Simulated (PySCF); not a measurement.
SnH2I2, SMILES [I][SnH2][I].

Geometry: PBE0-D3(BJ)/def2-SVP. The def2 effective core potentials stand for the cores of I, Sn; spin–orbit coupling is left out.

The numbers are results of C-PCM-ωB97X/def2-SVP (PySCF 2.14.0), not measurements.

The values are the electrostatic part of the solvation free energy, E(continuum) − E(gas) at the gas-phase geometry, in a cavity of scaled van der Waals radii (PySCF's table); cavitation and dispersion terms are not included. A continuum can't describe solvent molecules that bind to the metal. In vacuum the orbital gap is 9.58 eV. The dipole moment in vacuum is 1.92 D.

Estimate the values in water (ε = 78.36), chlorobenzene (ε = 5.70), ethylethanoate (ε = 5.99). (An estimate is asked for; the answer gives what the named calculation found.)


```tsv
solvent	ε	ΔG(elec) (kcal/mol)	dipole (D)	gap (eV)
water	78.36	-2.8	2.85	9.77
chlorobenzene	5.70	-2.2	2.65	9.74
ethylethanoate	5.99	-2.3	2.66	9.74
```
